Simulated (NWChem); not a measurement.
**Basis-set dependence for C2H4N**

SMILES: [CH]=NC
```xyz
7

C     -1.2992     0.2369     0.0000
N     -0.1052     0.4817     0.0000
C      1.0466    -0.3813     0.0000
H     -1.8602    -0.7242     0.0000
H      1.6644    -0.1633    -0.8843
H      1.6644    -0.1633     0.8843
H      0.7834    -1.4552     0.0000
```
Charge 0, spin multiplicity 2.

Program: NWChem. All single points use one geometry, from UPBE0/def2-SVP, a minimum by its harmonic frequencies.

Hartree-Fock energies in Ha, correlation energies in mHa.

The correlated methods keep 3 core orbitals frozen. The structure started from a generated list of species. The unpaired electrons of the parent sit in orbitals of symmetry a' (Cs labels of the run); other states weren't searched. The stability of the SCF solutions was not checked. Open-shell Hartree-Fock references start from PBE0 orbitals. Coupled-cluster values serve here as a point of comparison, not as the truth.

| basis | functions | UHF | UMP2 | SCS-UMP2 | CCSD on ROHF | CCSD[T] on ROHF | CCSD(T) on ROHF | CCSD on UHF | CCSD[T] on UHF | CCSD(T) on UHF | URI-MP2 |
|---|---|---|---|---|---|---|---|---|---|---|---|
| 3-21G | 35 | -131.67854 | -266.2 | -265.5 | -307.4 | -319.2 | -317.5 | -302.7 | -313.7 | -312.0 | not run |
| cc-pVDZ | 62 | -132.43512 | -410.4 | -405.3 | -455.7 | -473.5 | -472.0 | -450.1 | -467.2 | -465.7 | -410.4 |
| cc-pVTZ | 146 | -132.47241 | -505.4 | -502.9 | not run | not run | not run | not run | not run | not run | -505.4 |

From cc-pVDZ to cc-pVTZ the Hartree-Fock energy moves by -37.3 mHa and the UMP2 correlation energy by -95.0 mHa, which is 19 % of its value in the larger set.
